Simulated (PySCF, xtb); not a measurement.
C₂H₄F, SMILES C[CH]F (connectivity only; charge and spin as stated), charge +1, multiplicity 1.

Harmonic wavenumbers (cm⁻¹) from GFN2-xTB in xtb at its own minimum, in rising order: 162, 463, 662, 908, 932, 1174, 1201, 1231, 1255, 1338, 1505, 2777, 2863, 2936, 3025.

**Question.** What does PySCF with PBE0-D3(BJ)/def2-TZVP give at its own minimum? (Estimate from the structure and the level; the computed values follow.)

**Answer.** 97, 496, 715, 910, 1131, 1197, 1283, 1379, 1382, 1404, 1604, 2966, 2988, 3140, 3193. Paired by order, the mean absolute difference is 106 cm⁻¹ and the zero-point energies are 32.1 and 34.1 kcal/mol.
